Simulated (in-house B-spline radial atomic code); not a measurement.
# Ionising Pr III (Pr2+) with different functionals

Computed with a radial B-spline atomic code at the basis-set limit: scalar-relativistic (spin-free X2C) Hamiltonian, Fermi nucleus of rms radius 4.8919 fm, spin-polarised at highest spin, spherical fractional occupations for the functionals, and exact exchange of hybrids averaged over the configuration. The ionisation energy is the difference of two self-consistent energies, [Xe] 4f3 → [Xe] 4f2, without Breit or QED terms; ε is the level of the shell that loses the electron (its least bound occupied spin orbital). There is no spin-orbit coupling in this Hamiltonian.

```tsv
method	rung	ΔSCF (eV)	-ε(4f) (eV)
PBE0	global hybrid	21.69	16.67
B3LYP	global hybrid	21.80	16.25
TPSSh	global hybrid	21.80	15.18
BHandHLYP	global hybrid	20.95	18.68
r2SCAN0	global hybrid	21.49	16.49
B97-1	global hybrid	21.70	16.25
HSE06	range-separated hybrid	21.64	16.21
wB97X	range-separated hybrid	21.55	19.04
CAM-B3LYP	range-separated hybrid	21.70	18.11
LC-wPBE	range-separated hybrid	21.88	19.38
```

Q: Among the functionals, which spreads more, the ΔSCF values or the orbital energies?

A: The orbital energies: ΔSCF values span about 0.93 eV and the orbital energies 4.20 eV; here energy differences depend much less on the functional than eigenvalues do.

Q: How do they compare with the NIST value?

A: NIST lists 21.624 eV ± 0.0025 (measured, ground level to ground level). Errors run from -0.68 to +0.25 eV; HSE06 is closest (+0.02 eV), but part of that can be cancellation, since the calculations leave out spin-orbit coupling, Breit-QED terms, multiplet and fine-structure energies.
